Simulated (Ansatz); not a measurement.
MoO2, relaxed as a quintet with UKS r2SCAN-D4/def2-TZVP in Ansatz, starting from the r2SCAN-D4/def2-TZVP geometry of the neutral singlet. Force threshold 0.02 eV/Å.

In the def2 sets Mo takes a core potential; there is no spin–orbit coupling. At r2SCAN-D4/def2-TZVP a triplet of charge 0 lies 2.25 eV below the quintet, each at its own geometry. The structure comes from a short search, and lower isomers may exist.

Start:

Cartesian coordinates in Å:
```
Mo -0.424 -0.482 0.239
O -0.209 1.075 0.816
O 0.633 -0.593 -1.055
```

```json
{"step": "1", "energy (eV)": "-5947.9442", "largest force component (eV/Å)": "5.303", "SCF passes": "46"}
{"step": "2", "energy (eV)": "-5948.7091", "largest force component (eV/Å)": "0.958", "SCF passes": "51"}
{"step": "3", "energy (eV)": "-5948.9701", "largest force component (eV/Å)": "1.768", "SCF passes": "59"}
{"step": "4", "energy (eV)": "-5949.1905", "largest force component (eV/Å)": "0.073", "SCF passes": "54"}
{"step": "5", "energy (eV)": "-5949.1919", "largest force component (eV/Å)": "0.024", "SCF passes": "43"}
{"step": "6", "energy (eV)": "-5949.1919", "largest force component (eV/Å)": "0.002", "SCF passes": "43"}
```

Force components are those of the run's own axes.

End:

```
atom    x (Å)    y (Å)    z (Å)
 Mo1  -0.1554  -0.1766   0.0875
  O2  -0.4673   1.1668   1.1658
  O3   0.6227  -0.9902  -1.2533
```

By distances, no bond broke or formed. The bond that changes most is Mo1–O2, from 1.67 to 1.75 Å (atoms count from 1).

No frequencies were taken in this run, so the end may be a saddle point.

It took 17 s on 4 threads of Arm Neoverse V1 on a shared host.
